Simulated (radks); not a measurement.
Ce, configuration [Xe] 4f1 5d1 6s2. All-electron calculation, scalar-relativistic Kohn-Sham, B86b exchange with PBE correlation, spin-polarised, spherical densities, point nucleus; open shells are filled with parallel spins first (spin-orbit coupling, left out, can overturn this in heavy ions). Program: a radial shooting solver on a logarithmic mesh with Libxc functionals. Some entries of the table are withheld. Estimate them.

| orbital | occ. | eigenvalue (hartree) | <r^2> (bohr^2) |
|---|---|---|---|
| 1s down | 1 | -1480.094 | 0.0008206 |
| 1s up | 1 | -1480.094 | 0.0008206 |
| 2s up | 1 | -236.9795 | 0.01306 |
| 2s down | 1 | -236.9785 | 0.01306 |
| 2p up | 3 | -212.2268 | 0.01041 |
| 2p down | 3 | -212.2261 | 0.01041 |
| 3s up | 1 | -51.03396 | 0.08869 |
| 3s down | 1 | -51.02449 | 0.08867 |
| 3p up | 3 | -43.16278 | 0.08873 |
| 3p down | 3 | -43.15329 | 0.08870 |
| 3d up | 5 | -31.98517 | 0.07581 |
| 3d down | 5 | -31.97737 | 0.07578 |
| 4s up | 1 | -10.33866 | 0.4581 |
| 4s down | 1 | -10.31022 | 0.4579 |
| 4p up | 3 | -7.76971 | 0.5175 |
| 4p down | 3 | -7.74105 | 0.5173 |
| 4d up | 5 | -4.07298 | 0.6422 |
| 4d down | 5 | -4.04393 | 0.6420 |
| 5s up | 1 | -1.50368 | 2.587 |
| 5s down | 1 | -1.47507 | 2.587 |
| 5p up | 3 | -0.86550 | 3.508 |
| 5p down | 3 | -0.83712 | 3.516 |
| 4f up | 1 | -0.21021 | 1.622 |
| 4f down | 0 | -0.18078 | 1.639 |
| 6s up | 1 | -0.14385 | 20.82 |
| 6s down | 1 | -0.13074 | 22.01 |
| 5d up | 1 | -0.12261 | (1) |
| 5d down | 0 | -0.10001 | (2) |
| 6p up | 0 | (3) | 38.48 |
| 6p down | 0 | (4) | 42.08 |

Answer. 
(1) 5d up <r^2> (bohr^2): 10.19
(2) 5d down <r^2> (bohr^2): 11.10
(3) 6p up eigenvalue (hartree): -0.05262
(4) 6p down eigenvalue (hartree): -0.04570
